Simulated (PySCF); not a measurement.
Species: GaH3.
Cartesian coordinates in Å at the PBE0-D3(BJ)/def2-SVP level; atoms count from 1:
```xyz
4
GaH3 angstrom
Ga     0.0084   -0.0050   -0.0108
H      0.0213    1.2625    0.9178
H      1.3626   -0.6773   -0.4374
H     -1.3553   -0.6016   -0.5108
```

Level of theory: PBE0-D3(BJ)/def2-SVP geometry optimisation, gas phase in PySCF 2.14.0.

Take the most abundant isotopes and a rigid rotor. 

Question: Give the principal moments of inertia and the rotational constants in cm⁻¹.

Answer: Ia = 3.73, Ib = 3.73, Ic = 7.46 u·Å²; 505379 MHz·u·Å²/I gives 135633, 135336 and 67742 MHz, that is A = 4.52422, B = 4.51433, C = 2.25964 cm⁻¹.

Question: What kind of rotor is it?

Answer: An oblate symmetric top, as the point group D3h requires two equal moments; the computed ones differ by 0.22 % because the geometry is symmetric only within the optimiser's tolerance: κ = (2 × 135336 − 135633 − 67742)/(135633 − 67742) = 0.99.

Question: What does the inertial defect say?

Answer: Planar: Δ = Ic − Ia − Ib = 0.00 u·Å². For a rigid frame Δ = −2 Σ m c², so it vanishes when all atoms lie in the ab plane; here none is more than 0.01 Å from it.

The point group D3h allows no dipole (computed: 0.01 D), so a rigid rotor has no electric-dipole lines.

Question: Estimate the classical rotational partition function at 50 K and 200 K.

Answer: Point group D3h, symmetry number σ = 6; q = (√π/σ)·√((kT/h)³/(ABC)), k/h = 20836.6 MHz/K: 8.9 at 50 K, 71.3 at 200 K.

No PBE0-D3(BJ)/def2-SVP frequencies stand behind this structure, so it isn't proved a minimum. No vibrational averaging or centrifugal distortion is included, and the geometry carries the error of its method.

Time: 5.1 s of wall time; peak memory 0.26 GiB. Hardware: one thread, AMD EPYC 7R13 (x86_64), no GPU, shared host. This is the geometry optimisation.
